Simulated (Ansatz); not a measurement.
`I[SiH](I)I` and `IC(I)I` differ in one element.

Ansatz, PBE0-D4/def2-TZVP geometries, multiplicity 1. 

Elements past krypton have def2 core potentials.

| property | `I[SiH](I)I` |
| --- | --- |
| HOMO energy (PBE0/def2-TZVPP) / eV | -7.65 |
| size of the dipole moment (PBE/def2-TZVPP) / D | 0.27 |
| HOMO energy (B3LYP/def2-TZVPP) / eV | -7.39 |
| LUMO energy (PBE0/def2-TZVPP) / eV | -2.03 |
| HOMO–LUMO gap (PBE0/def2-TZVPP) / eV | 5.61 |
| HOMO energy (PBE/def2-TZVPP) / eV | -6.53 |

Question: Give the same properties after the change, and the shifts. (Best estimate.)

Answer: Ansatz gave: 
```json
{"property": "HOMO energy (PBE0/def2-TZVPP) / eV", "`IC(I)I`": "-7.24", "shift": "0.41"}
{"property": "size of the dipole moment (PBE/def2-TZVPP) / D", "`IC(I)I`": "0.56", "shift": "0.29"}
{"property": "HOMO energy (B3LYP/def2-TZVPP) / eV", "`IC(I)I`": "-6.99", "shift": "0.40"}
{"property": "LUMO energy (PBE0/def2-TZVPP) / eV", "`IC(I)I`": "-2.68", "shift": "-0.65"}
{"property": "HOMO–LUMO gap (PBE0/def2-TZVPP) / eV", "`IC(I)I`": "4.56", "shift": "-1.05"}
{"property": "HOMO energy (PBE/def2-TZVPP) / eV", "`IC(I)I`": "-6.12", "shift": "0.41"}
```

With PBE0 the HOMO rises by 0.41 eV and the LUMO falls by 0.65 eV, so the gap narrows by about 1.06 eV. PBE moves the HOMO by 0.41 eV and ωB97M-V by 0.39 eV. Dipoles are sizes alone; their direction can turn.

B3LYP here is the variant with VWN-RPA as its local correlation; programs differ in this.

Spin–orbit coupling is left out; it splits and shifts lone-pair levels of the heavy atoms by tenths of an eV.
